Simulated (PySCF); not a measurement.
**Question.** Give a GFN2-xTB geometry of `CS[SiH2]P`.

**Answer.** 
Z-matrix in Å and degrees, rows numbered from 1:
```
C 
S   1  1.8185
Si  2  2.1406  1   99.27
P   3  2.2292  2  108.13  1  -173.62
H   1  1.0846  2  109.81  3   -60.32
H   1  1.0846  2  109.57  3    61.17
H   1  1.0846  2  106.71  3  -179.63
H   3  1.4644  2  108.04  1   -56.01
H   3  1.4681  2  107.34  1    60.51
H   4  1.3827  3   92.91  2  -168.28
H   4  1.3826  3   95.70  2   -75.17
```

P4 (three-coordinate phosphorus) is pyramidal (angles 95.7°, 92.9° and 92.8°, sum 281.4°, 0.84 Å off the plane of its three neighbours). Si3 (SiH2 silicon) is distorted tetrahedral (angles from 107.3° to 116.0°).

The geometry is computed with GFN2-xTB (gas phase).

Not checked by GFN2-xTB frequencies. The numbers are those of one conformer (C1–S2–Si3–P4 -174°, S2–Si3–P4–H -168° and -75°).


Write a Z-matrix for MnO3Cl, `[O]=[Mn](=[O])(=[O])[Cl]` as optimised with PBE0-D3(BJ)/def2-SVP. (Singlet state.)

Z-matrix in Å and degrees, rows numbered from 1:
```
O 
Mn  1  1.5338
O   2  1.5330  1  111.19
O   2  1.5337  1  111.25  3  -124.74
Cl  2  2.1136  1  107.79  3   117.44
```

Mn2 (manganese bonded to Cl and 3 O) is tetrahedral (angles from 107.4° to 111.4°). All 3 Mn–O bonds measure 1.533 to 1.534 Å.

Method used: PBE0-D3(BJ)/def2-SVP geometry optimisation, gas phase (PySCF 2.14.0).

Point group: C3v (every atom within 0.08 Å of its image). Stationary, but not proved a minimum.

Hardware: one thread, Arm Neoverse N1, on a shared host. Cost: 57 s. These figures are those of the optimisation.


Task: Write a Z-matrix for `[Se]=[PH]1C=C1` as optimised with PBE0-D3(BJ)/def2-SVP.

Result: 
Z-matrix in Å and degrees, rows numbered from 1:
```
Se
P   1  2.0763
C   2  1.7789  1  129.72
C   3  1.3268  2   68.11  1  -109.47
H   2  1.4175  1  116.36  3   151.03
H   3  1.0922  2  149.37  4   169.97
H   4  1.0922  2  149.49  3  -169.88
```

The 3-membered ring P2–C3–C4 has internal angles of 43.8° to 68.1°. P2 (phosphorus bonded to 2 C, Se and H) has angles from 43.8° to 129.7°.

Computed, not measured: PBE0-D3(BJ)/def2-SVP geometry optimisation, gas phase in PySCF 2.14.0.

Point group: Cs (every atom within 0.08 Å of its image). PBE0-D3(BJ)/def2-SVP frequencies: not computed here.
